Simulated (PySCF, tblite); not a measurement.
Isomers of C7H12N2Si, one GFN2-xTB conformer each. Single-point energies are computed at PBE0/pcSseg-1 (PySCF, gas phase, no added dispersion term), electronic only.

Question: Rank them by PBE0/pcSseg-1 energy, lowest first (kJ/mol).
A. `[CH2:1]=[CH:2][c:3]1[cH:4][n:5][n:6]([SiH:7]([CH3:8])[CH3:9])[cH:10]1` with C1–C2–C3–C4 180°, N5–N6–Si7–C8 60°
B. `[CH3:1][c:2]1[cH:3][cH:4][cH:5][cH:6][c:7]1[NH:8][NH:9][SiH3:10]` with C6–C7–N8–N9 -26°, C7–N8–N9–Si10 -67°

Answer: A (0.0), B (76.9).

As drawn, the lower has an Si–C bond and a C=C bond outside aromatic rings, which the higher lacks; the higher has an N–H bond, which the lower lacks. GFN2-xTB itself gives, in the same order: 39.5, 0.0. GFN2-xTB puts Cc1ccccc1NN[SiH3] lowest instead.

Q: Which frontier levels, dipoles and rotational constants go with these structures?

A: 
| SMILES | HOMO (eV, PBE0/pcSseg-1) | LUMO (eV) | dipole (D) | A, B, C (MHz) |
| --- | --- | --- | --- | --- |
| C=Cc1cnn([SiH](C)C)c1 | -6.28 | -0.46 | 1.74 | 2726, 570.7, 556.9 |
| Cc1ccccc1NN[SiH3] | -5.87 | 0.05 | 0.79 | 1927, 760.0, 607.0 |

Q: What happens when harmonic zero-point energies from GFN2-xTB frequencies are added?

A: 
```tsv
SMILES	ZPE (kJ/mol)	electronic (kJ/mol)	with ZPE (kJ/mol)
C=Cc1cnn([SiH](C)C)c1	454.0	0.0	0.0
Cc1ccccc1NN[SiH3]	449.1	76.9	71.9
```

The zero-point energies span 4.9 kJ/mol. The order is unchanged.
